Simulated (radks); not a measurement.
Task: Isoelectronic series with 4 electrons, all held in the configuration [He] 2s2, which need not be the ground one along the series. Calculated with a radial shooting solver on a logarithmic mesh with Libxc functionals: scalar-relativistic Kohn-Sham, r2SCAN, spin-unpolarised, spherical densities, finite nucleus; meta-GGA in the generalised Kohn-Sham scheme; Fermi nuclear charge, rms radius of each element as measured or else 0.836 A^(1/3) + 0.57 fm. Total energies (hartree) and mean radii <r> (bohr):

ion,E (hartree),2s,1s
Be,-14.65204,2.618,0.4182
F5+,-88.10139,0.8062,0.1749
Si10+,-224.47091,0.4801,0.1102
K15+,-424.33846,0.3414,0.08032
Cr20+,-688.57645,0.2644,0.06304
Cu25+,-1018.35933,0.2152,0.05176

Estimate the row of Se30+.

Result: E (hartree) -1415.18858; 2s 0.1811; 1s 0.04379.
